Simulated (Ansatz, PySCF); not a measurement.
WO₂FCl, SMILES [F][W](=[O])([Cl])=[O], multiplicity 1.

Geometry optimised at B3LYP-D3(BJ)/def2-SVP. The multiplicity is an assumed one; no other spin state was optimised. The structure was generated by enumeration; whether it is a known compound was not checked. The def2 effective core potentials stand for the cores of W; spin–orbit coupling is left out.

Vertical ionisation energy (IE) and electron affinity (EA) in eV. Rows of orbital energies are one-electron estimates. Where ΔSCF, EOM or ADC give a negative EA the extra electron is unbound and the value depends on the basis.

```tsv
level	IE	EA
−ε(HOMO), −ε(LUMO), HF/def2-TZVP (PySCF)	13.65	-0.30
−ε(HOMO), −ε(LUMO), PBE/def2-TZVP (PySCF)	8.15	3.81
ΔSCF, CAM-B3LYP/def2-SVPD (Ansatz), final states of multiplicity 2 and 2	12.15	1.46
ΔSCF, PBE/def2-SVPD (Ansatz), final states of multiplicity 2 and 2	11.64	0.85
```

Question: What vertical singlet–triplet gap does ΔSCF give with CAM-B3LYP/def2-SVPD (Ansatz, a first-principles code) and with PBE/def2-SVPD (Ansatz)? (An estimate is asked for; the answer gives what the named calculation found.)

Answer: 4.25 and 4.46 eV (triplet above singlet where positive).
